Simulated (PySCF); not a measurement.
Gas-phase reaction: Au + H ⇌ AuH

Computed with PySCF and rigid-rotor harmonic-oscillator thermochemistry at 1 bar. † marks an energy on the PBE0/def2-TZVP geometry and frequencies; other levels use their own. MP2 and CCSD(T) freeze the core. Open shells (unrestricted): Au (multiplicity 2), H (multiplicity 2); the rest are closed-shell singlets. Au: scalar-relativistic def2 core potential, no spin-orbit coupling. MP2 isn't extrapolated to the basis-set limit; its ΔH°(298 K) is -267.8 kJ in def2-SVP and -287.9 kJ in def2-TZVPP. CCSD(T) isn't extrapolated to the basis-set limit; its ΔH°(298 K) is -276.4 kJ in def2-SVP and -293.3 kJ in def2-TZVPP. The harmonic model lacks anharmonicity and excited electronic states, which grow with temperature; levels with a mode under 35 cm⁻¹ are left out. Warning, large T1 diagnostic: AuH (CCSD(T)/def2-TZVPP†).

```json
[
 {"level": "BLYP/def2-TZVP†", "ΔE electronic, kJ": "-301", "ΔH°(298 K), kJ": "-292", "ΔS°(298 K), J/K": "-84", "ΔG°(1800 K), kJ": "-121"},
 {"level": "CCSD(T)/def2-TZVPP†", "ΔE electronic, kJ": "-303", "ΔH°(298 K), kJ": "-293", "ΔS°(298 K), J/K": "-84", "ΔG°(1800 K), kJ": "-123"},
 {"level": "HF/def2-TZVP†", "ΔE electronic, kJ": "-158", "ΔH°(298 K), kJ": "-148", "ΔS°(298 K), J/K": "-84", "ΔG°(1800 K), kJ": "22"},
 {"level": "MP2/def2-SVP†", "ΔE electronic, kJ": "-278", "ΔH°(298 K), kJ": "-268", "ΔS°(298 K), J/K": "-84", "ΔG°(1800 K), kJ": "-98"},
 {"level": "PBE0/def2-SVP†", "ΔE electronic, kJ": "-282", "ΔH°(298 K), kJ": "-273", "ΔS°(298 K), J/K": "-84", "ΔG°(1800 K), kJ": "-103"},
 {"level": "PBE0/def2-TZVP", "ΔE electronic, kJ": "-284", "ΔH°(298 K), kJ": "-274", "ΔS°(298 K), J/K": "-84", "ΔG°(1800 K), kJ": "-104"},
 {"level": "LDA/def2-TZVP†", "ΔE electronic, kJ": "-361", "ΔH°(298 K), kJ": "-352", "ΔS°(298 K), J/K": "-84", "ΔG°(1800 K), kJ": "-181"},
 {"level": "ωB97X-V/def2-TZVP†", "ΔE electronic, kJ": "-283", "ΔH°(298 K), kJ": "-274", "ΔS°(298 K), J/K": "-84", "ΔG°(1800 K), kJ": "-103"}
]
```
ΔH° is lowest at LDA/def2-TZVP† and highest at HF/def2-TZVP†. No reference value is set beside these.
